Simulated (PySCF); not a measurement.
A PySCF script (with the pyscf-properties extension) for the NMR shieldings of `[BH3-][N+]#C[C@H](CF)CC=C`, C6H11BFN, on a GFN2-xTB geometry:

```python
import basis_set_exchange as bse
import numpy as np
from pyscf import gto, dft
from pyscf.prop import nmr

atoms = """
B     3.258319   -0.840965    0.399273
N     1.990603   -0.241829   -0.004141
C     0.971779    0.196805   -0.310994
C    -0.330928    0.728848   -0.629692
C    -0.272603    2.259217   -0.745619
F     0.443583    2.624275   -1.852317
C    -1.347345    0.301222    0.452321
C    -1.405486   -1.191000    0.579449
C    -2.477306   -1.914844    0.321038
H     2.963421   -1.682732    1.193501
H     3.741697   -1.289264   -0.592869
H     3.901533    0.040583    0.877735
H    -0.639467    0.320608   -1.600827
H    -1.279361    2.672753   -0.868446
H     0.218660    2.711272    0.122211
H    -1.044728    0.737066    1.408582
H    -2.330819    0.693803    0.187392
H    -0.485470   -1.662993    0.896463
H    -3.405109   -1.466344    0.004139
H    -2.476121   -2.985804    0.424012
"""
names = dict.fromkeys(["B", "N", "C", "F", "H"], "pcSseg-1")
basis = {el: gto.basis.parse(bse.get_basis(n, elements=[el], fmt="nwchem")) for el, n in names.items()}
mol = gto.M(atom=atoms, basis=basis, charge=0, verbose=0)
mf = dft.RKS(mol, xc="PBE0")
mf.grids.level = 2
mf.grids.alignment = dft.numint.BLKSIZE   # the property module wants whole blocks of grid points
mf.conv_tol = 1e-9
mf.kernel()

calc = nmr.RKS(mf)   # GIAO
C = mf.mo_coeff
Co = C[:, mf.mo_occ > 0]
resp = mf.gen_response(singlet=True, hermi=2)
def vind(x):   # induced exchange potential for any number of trial vectors
    d = np.einsum("pi,xij,qj->xpq", C, 2 * x.reshape(-1, C.shape[1], Co.shape[1]), Co, optimize=True)
    return np.einsum("xpq,pi,qj->xij", resp(d - d.transpose(0, 2, 1)), C, Co, optimize=True).ravel()
mo1, _ = nmr.rhf.solve_mo1(calc, with_cphf=vind)
sigma = calc.kernel(mo1)
for i, s in enumerate(sigma):   # ppm
    w = np.linalg.eigvalsh((s + s.T) / 2)
    print("%2d %-2s iso %8.1f  s11 %8.1f  s22 %8.1f  s33 %8.1f" % (i, mol.atom_pure_symbol(i), w.mean(), *w))
```

Question: Give the expected output.

Answer: 
```
 0 B  iso    144.0  s11    132.4  s22    132.5  s33    167.0
 1 N  iso     25.8  s11   -127.8  s22   -115.2  s33    320.2
 2 C  iso     69.5  s11    -23.6  s22    -21.8  s33    253.9
 3 C  iso    148.6  s11    133.5  s22    147.3  s33    164.9
 4 C  iso     99.3  s11     63.6  s22     82.8  s33    151.6
 5 F  iso    406.2  s11    369.3  s22    386.2  s33    463.0
 6 C  iso    149.1  s11    133.3  s22    151.6  s33    162.6
 7 C  iso     45.4  s11    -77.6  s22     53.5  s33    160.4
 8 C  iso     59.9  s11    -54.2  s22     75.8  s33    158.1
 9 H  iso     29.8  s11     26.2  s22     29.1  s33     34.0
10 H  iso     29.8  s11     26.5  s22     28.7  s33     34.2
11 H  iso     29.8  s11     26.4  s22     28.9  s33     34.2
12 H  iso     28.7  s11     26.2  s22     27.2  s33     32.7
13 H  iso     26.9  s11     22.0  s22     28.8  s33     30.0
14 H  iso     26.8  s11     23.3  s22     27.9  s33     29.2
15 H  iso     29.4  s11     26.1  s22     28.7  s33     33.4
16 H  iso     29.7  s11     25.3  s22     29.1  s33     34.7
17 H  iso     25.3  s11     22.9  s22     23.7  s33     29.5
18 H  iso     26.1  s11     22.3  s22     25.4  s33     30.4
19 H  iso     26.0  s11     23.0  s22     24.9  s33     30.2
```

These numbers come from an equivalent density-fitted implementation of the same equations, which agrees with the script to about 0.01 ppm for H and up to a few tenths of a ppm for heavy atoms, so last digits may differ.

Size and cost of the density-fitted run: 208 basis functions, 61 s wall time on 1 thread of an Arm Neoverse N1, shared host; peak memory 0.94 GiB.
